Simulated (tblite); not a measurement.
Species: C7H8O2P2.
Numbering: `[CH3:1][O:2][C:3](=[O:4])[c:5]1[p:6][cH:7][cH:8][c:9]([CH3:10])[p:11]1` (hydrogens: H12, H13, H14 on C1; H15 on C7; H16 on C8; H17, H18, H19 on C10)

Computed with GFN2-xTB (tblite), gas phase: L-BFGS steps from a force-field or distance-geometry start until the largest atomic force falls under 0.01 eV/Å.

Step 72: E = -876.2765 eV
```
atom  x, y, z in Å  |  force x, y, z in eV/Å
C1      3.8467   -0.7635    0.6609    0.001   0.001   0.003
O2      2.4478   -0.6021    0.5048    0.010   0.033   0.012
C3      2.0505    0.4811   -0.1833   -0.011   0.015  -0.011
O4      2.8072    1.2811   -0.6809   -0.008   0.001   0.005
C5      0.5931    0.5726   -0.2429   -0.016  -0.017  -0.015
P6      0.0520    1.9756   -1.1240   -0.009   0.003   0.022
C7     -1.6706    1.8044   -0.9806    0.010   0.009  -0.005
C8     -2.3967    0.8124   -0.3527   -0.001   0.015  -0.006
C9     -1.9167   -0.2974    0.3269    0.000   0.024   0.012
C10    -2.9180   -1.2305    0.9490   -0.005   0.008  -0.001
P11    -0.2385   -0.7210    0.5744    0.023  -0.003  -0.005
H12     4.2738    0.1116    1.1572   -0.006  -0.013  -0.009
H13     3.9841   -1.6528    1.2709    0.018  -0.007  -0.023
H14     4.3256   -0.8808   -0.3144   -0.008  -0.018   0.026
H15    -2.2412    2.5963   -1.4525    0.015  -0.015  -0.016
H16    -3.4775    0.9128   -0.3971   -0.006  -0.025   0.026
H17    -3.6823   -1.5188    0.2293   -0.001  -0.017  -0.025
H18    -2.4291   -2.1278    1.3233    0.000  -0.014  -0.003
H19    -3.4203   -0.7440    1.7851   -0.007   0.020   0.014
```

Step 73: E = -876.2768 eV
```
atom  x, y, z in Å  |  force x, y, z in eV/Å
C1      3.8469   -0.7644    0.6582    0.006   0.001   0.005
O2      2.4478   -0.6040    0.5030    0.014   0.031   0.008
C3      2.0507    0.4796   -0.1845   -0.014   0.013  -0.012
O4      2.8080    1.2801   -0.6805   -0.022  -0.001   0.005
C5      0.5931    0.5707   -0.2442   -0.015  -0.013  -0.015
P6      0.0527    1.9763   -1.1213   -0.016   0.006   0.022
C7     -1.6703    1.8072   -0.9769    0.011   0.008   0.000
C8     -2.3964    0.8146   -0.3498   -0.006   0.017  -0.001
C9     -1.9175   -0.2959    0.3296    0.007   0.020  -0.003
C10    -2.9186   -1.2311    0.9490   -0.038  -0.005   0.019
P11    -0.2400   -0.7236    0.5716    0.044   0.005   0.001
H12     4.2734    0.1111    1.1543   -0.006  -0.015  -0.009
H13     3.9847   -1.6536    1.2679    0.021  -0.010  -0.019
H14     4.3262   -0.8815   -0.3171   -0.014  -0.017   0.028
H15    -2.2411    2.6015   -1.4450    0.022  -0.025  -0.018
H16    -3.4769    0.9153   -0.3927   -0.015  -0.019   0.025
H17    -3.6594   -1.5486    0.2138    0.043  -0.009   0.034
H18    -2.4214   -2.1117    1.3564   -0.047   0.035  -0.030
H19    -3.4519   -0.7327    1.7614    0.024  -0.021  -0.040
```

Question: Estimate the geometry and energy of step 74. (The exact step hangs on the optimiser's Hessian estimate; all steps are aligned on step 73, rigid shifts and turns removed.)

Answer: E = -876.2772 eV, largest force 0.033 eV/Å
```
atom  x, y, z in Å  |  force x, y, z in eV/Å
C1      3.8459   -0.7647    0.6590    0.003  -0.002   0.006
O2      2.4474   -0.6017    0.5028    0.007   0.019   0.008
C3      2.0506    0.4814   -0.1856   -0.008   0.007  -0.008
O4      2.8081    1.2816   -0.6815   -0.021   0.004   0.002
C5      0.5928    0.5714   -0.2454   -0.006  -0.005  -0.012
P6      0.0519    1.9777   -1.1210   -0.012   0.008   0.015
C7     -1.6709    1.8071   -0.9780    0.004   0.003   0.007
C8     -2.3959    0.8145   -0.3496   -0.008   0.007   0.003
C9     -1.9162   -0.2952    0.3305    0.012   0.010  -0.004
C10    -2.9177   -1.2308    0.9492   -0.010   0.011   0.005
P11    -0.2385   -0.7232    0.5713    0.033   0.005   0.000
H12     4.2732    0.1097    1.1557    0.001  -0.009  -0.006
H13     3.9817   -1.6546    1.2680    0.019  -0.012  -0.009
H14     4.3265   -0.8838   -0.3150   -0.014  -0.010   0.014
H15    -2.2422    2.6001   -1.4472    0.018  -0.019  -0.019
H16    -3.4767    0.9122   -0.3916   -0.014  -0.008   0.018
H17    -3.6607   -1.5434    0.2158    0.017  -0.017   0.007
H18    -2.4227   -2.1138    1.3513   -0.025   0.011  -0.018
H19    -3.4465   -0.7351    1.7645    0.004   0.000  -0.010
```

The energy changes by -0.0004 eV. The first-order estimate −F·Δx gives -0.0005 eV and the mean of the old and new forces, exact on a quadratic surface, -0.0004 eV. The step makes an angle of 75° with the force vector and moves no atom by more than 0.007 Å.

The cost below is that of the whole relaxation. Time: 0.72 s. Hardware: one thread of an Arm Neoverse V2, no GPU, on a shared host.
